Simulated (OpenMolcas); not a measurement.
Ru5+ among 8 point charges of -1.2 e arranged as a cube (Oh).

- Program: OpenMolcas
- Method: SS-CASPT2, IPEA 0.25 Eh, imaginary shift 0.1 Eh (closed shells correlated: 4s 4p)
- Basis: ANO-RCC-VDZP [6s5p3d1f]
- Scalar Hamiltonian: DKH2, point nucleus
- Active space: 3 electrons in 5 orbitals (4d)
- State averaging: 2S+1 = 4 even, 10 roots; 2S+1 = 2 even, 40 roots
- Spin-orbit coupling: state interaction with AMFI integrals over the reference wave functions

All point charges move together. At R = 1.96 Å the first state of the same spin is 3130 cm-1, and at R = 2.06 Å it is 2390 cm-1.

Q: A third run gives 1640 cm-1. What distance was it run at?

A: With a power law R^-n the two known points give n = -ln(2390 / 3130) / ln(2.06 / 1.96) = 5.42. Then R = 1.96 × (3130 / 1640)^(1/5.42) = 2.208 Å. The run was at 2.27 Å, so the estimate is off by -0.062 Å.

Roots that are degenerate in the reference are averaged as groups; the widest CASPT2 spread within a group is 390 cm-1 (the 3-fold group of multiplicity 4 near 2390 cm-1 above the lowest state of its run, R = 2.06). Shifts and gaps below about the spread of the groups concerned are not significant. An orbital triplet at a regular site is open to Jahn-Teller coupling, which can distort the site and quench the lowest spin-orbit gaps and is left out. Point charges give a weaker field than real ligands, and real ions of this kind are as a rule low spin; the high spin found here belongs to the model. Free-ion shares, where given, are those of the reference states; single-state CASPT2 does not remix them. The ground term spreads over less than 5000 cm-1, several times less than with real ligands, so orbital moments are less quenched and χT lies further from the spin-only value than at real sites (holds for R = 2.27). Point charges carry no covalency, so the field is a model and not that of real ligands. No measured value stands beside these numbers.
